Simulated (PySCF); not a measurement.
## Polarisability and C₆ of Hf²⁺ (hafnium, charge +2)

[Xe] 4f14 5d1 6s1, high-spin 3D determinant (an excited configuration). Computed with PySCF 2.14 in aug-cc-pwCVTZ-PP with ECP60MDF (8s8p7d4f3g, 122 functions), with a scalar-relativistic core potential. Coupled (time-dependent) response in atomic units; α is the mean over directions.

```csv
method,mean α (bohr³),"α xx, yy, zz",C₆ (like pair),S(−4)
HSE06,30.00,"31.06, 31.06, 27.88",192.1,525.2
```

S(−4) is the Cauchy moment in α(ω) = α(0) + S(−4) ω² + …

Spin-orbit coupling is absent.

α(iu) at HSE06:

```json
{"u (hartree)": "0", "α(iu) (bohr³)": "30.00"}
{"u (hartree)": "0.0500", "α(iu) (bohr³)": "28.75"}
{"u (hartree)": "0.100", "α(iu) (bohr³)": "25.65"}
{"u (hartree)": "0.200", "α(iu) (bohr³)": "18.46"}
{"u (hartree)": "0.300", "α(iu) (bohr³)": "13.28"}
{"u (hartree)": "0.500", "α(iu) (bohr³)": "8.018"}
{"u (hartree)": "0.750", "α(iu) (bohr³)": "5.267"}
{"u (hartree)": "1.00", "α(iu) (bohr³)": "3.881"}
{"u (hartree)": "1.50", "α(iu) (bohr³)": "2.436"}
{"u (hartree)": "2.00", "α(iu) (bohr³)": "1.675"}
{"u (hartree)": "3.00", "α(iu) (bohr³)": "0.9145"}
{"u (hartree)": "5.00", "α(iu) (bohr³)": "0.3820"}
```

A single London oscillator, α(iu) = α/(1 + u²/ω²), gives C₆ = (3/4) ω α². Matching the computed C₆ needs ω = 4 × 192.1 / (3 × 30.00²) = 0.285 hartree.

For an ion, C₆ is the dispersion term alone; charge-induced terms of lower order in 1/R come first.

The components differ because the open shell of this determinant is not spherical; for a pure term their mean is the scalar polarisability.

Energies and moments cover only the electrons outside the core potential. Spin-orbit coupling, absent here, splits the open shell strongly.
